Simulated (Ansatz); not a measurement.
Molecule: sum formula WO2Br2 (charge +1, doublet). The spin state was set by rule; other spins were not relaxed. 
Structure (B3LYP-D3(BJ)/def2-TZVP (Ansatz, a program for electronic structure) minimum search):
```
W
O 1 1.7456
O 1 1.7456 2 100.07
Br 1 2.3604 2 110.42 3 -116.38
Br 1 2.3604 2 110.42 3 116.38
```
Charge +1, spin multiplicity 2.

Basis-set convergence of Hartree-Fock and CCSD correlation energies (hartree) with Ansatz. Valence correlation only, unless marked. Open shells are spin-unrestricted. No spin-orbit coupling. Frozen are the shells of the preceding noble gas and the d and f shells that filled before the atom's block. In def2 rows, elements after Kr have scalar-relativistic effective core potentials.

The UHF reference is spin-contaminated (<S^2> 0.44 over the pure value in the largest basis). The T1 diagnostic of CCSD in the largest basis is 0.051, which is high, so the coupled-cluster rows are less sure than usual.

```
basis       functions        E(HF)  E(corr, CCSD)
----------  ---------  -----------  -------------
def2-SVP          124  -5359.96550       -0.79750
def2-TZVPP        214            …              …
```

Q: Some entries are withheld; supply them.

A: 
- def2-TZVPP, E(HF): -5360.83708
- def2-TZVPP, E(corr, CCSD): -0.98915
